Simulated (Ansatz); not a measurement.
Start from `[CH3][SnH]([OH])[Br]` and change one atom or group to get `C[O][SnH]([CH3])[OH]`.

Ansatz, PBE0-D4/def2-TZVP geometries, multiplicity 1. Each molecule was computed in one conformer, which needn't be the lowest.

Elements past krypton have def2 core potentials. Scalar relativity is left out up to krypton.

```
                               property  `[CH3][SnH]([OH])[Br]`
  HOMO–LUMO gap (B3LYP/def2-TZVPP) / eV                    6.75
   HOMO–LUMO gap (PBE0/def2-TZVPP) / eV                    7.32
      LUMO energy (PBE/def2-TZVPP) / eV                   -1.70
     HOMO energy (PBE0/def2-TZVPP) / eV                   -8.10
HOMO–LUMO gap (ωB97M-V/def2-TZVPP) / eV                   11.40
  HOMO energy (ωB97M-V/def2-TZVPP) / eV                  -10.30
```

Problem. What does the change do to each property? (Estimate.)

Solution. Computed: 
```csv
property,`C[O][SnH]([CH3])[OH]`,shift
HOMO–LUMO gap (B3LYP/def2-TZVPP) / eV,6.85,0.10
HOMO–LUMO gap (PBE0/def2-TZVPP) / eV,7.44,0.12
LUMO energy (PBE/def2-TZVPP) / eV,-1.03,0.67
HOMO energy (PBE0/def2-TZVPP) / eV,-7.51,0.59
HOMO–LUMO gap (ωB97M-V/def2-TZVPP) / eV,11.42,0.02
HOMO energy (ωB97M-V/def2-TZVPP) / eV,-9.90,0.40
```

With PBE0 the HOMO rises by 0.59 eV and the LUMO rises by 0.72 eV, so the gap widens by about 0.13 eV. PBE moves the HOMO by 0.86 eV and ωB97M-V by 0.40 eV.

B3LYP here is the variant with VWN-RPA as its local correlation; programs differ in this.

Spin–orbit coupling is left out; it splits and shifts lone-pair levels of the heavy atoms by tenths of an eV.
